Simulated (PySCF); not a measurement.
What does the PBE/6-31+G* structure of chlorobenzene (`Clc1ccccc1`) look like in three dimensions?

Z-matrix in Å and degrees, rows numbered from 1:
```
Cl
C   1  1.7574
C   2  1.4031  1  119.31
C   3  1.4039  2  118.98  1   180.00
C   4  1.4041  3  120.50  2     0.01
C   5  1.4042  4  119.70  3    -0.01
C   2  1.4030  1  119.35  3  -180.00
H   3  1.0938  2  120.02  1     0.01
H   4  1.0953  3  119.27  2  -179.99
H   5  1.0948  4  120.14  3  -180.00
H   6  1.0953  5  120.20  4   180.00
H   7  1.0938  2  120.06  1     0.00
```

The 7 heavy atoms lie in one plane (0.000 Å rms). The 6-membered ring C2–C3–C4–C5–C6–C7 has internal angles of 119.0° to 121.3°; it is planar, 0.00 Å rms from its mean plane, widest ring torsion 0°. All 6 C–C bonds measure 1.403 to 1.404 Å.

Level of theory: PBE/6-31+G* geometry optimisation, gas phase (PySCF).

Point group: C2v (every atom within 0.08 Å of its image). No PBE/6-31+G* frequencies stand behind this structure, so it isn't proved a minimum.
